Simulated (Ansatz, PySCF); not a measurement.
Se(NH2)(OSiH3) (H₅NOSeSi), SMILES N[Se]O[SiH3]. Atoms are numbered in the order given.

```xyz
9

Se    -0.7263     0.0345     0.6479
N     -0.8303     1.7844     0.2357
H     -0.2459     2.4070     0.7904
H     -0.8134     2.0179    -0.7549
O      1.0056    -0.4441     0.1914
Si     1.3612    -0.8356    -1.4008
H      0.6308    -2.0570    -1.8496
H      2.8293    -1.0707    -1.4665
H      1.0017     0.2905    -2.3181
```
Charge 0, spin multiplicity 1.

The structure is a stationary point at B3LYP-D3(BJ)/def2-SVP. This is a generated structure with no PubChem entry under its InChIKey; it may be hypothetical. Other conformers were not sampled.

Vertical ionisation energy (IE) and electron affinity (EA) in eV. Rows of orbital energies are one-electron estimates. Where ΔSCF, EOM or ADC give a negative EA the extra electron is unbound and the value depends on the basis.

```json
[
 {"level": "−ε(HOMO), −ε(LUMO), HF/def2-TZVP (PySCF)", "IE": "9.46", "EA": "-2.66"},
 {"level": "−ε(HOMO), −ε(LUMO), PBE/def2-TZVP (PySCF)", "IE": "5.34", "EA": "1.90"},
 {"level": "ΔSCF, CAM-B3LYP/def2-SVPD (Ansatz), final states of multiplicity 2 and 2", "IE": "9.02", "EA": "-0.68"},
 {"level": "ΔSCF, PBE/def2-SVPD (Ansatz), final states of multiplicity 2 and 2", "IE": "8.68", "EA": "-0.44"}
]
```

### Question
What vertical singlet–triplet gap does ΔSCF give with CAM-B3LYP/def2-SVPD (Ansatz, an electronic-structure program) and with PBE/def2-SVPD (Ansatz)? (The exact figures need the calculation; the answer reports its results.)

### Answer
3.36 and 3.17 eV (triplet above singlet where positive).
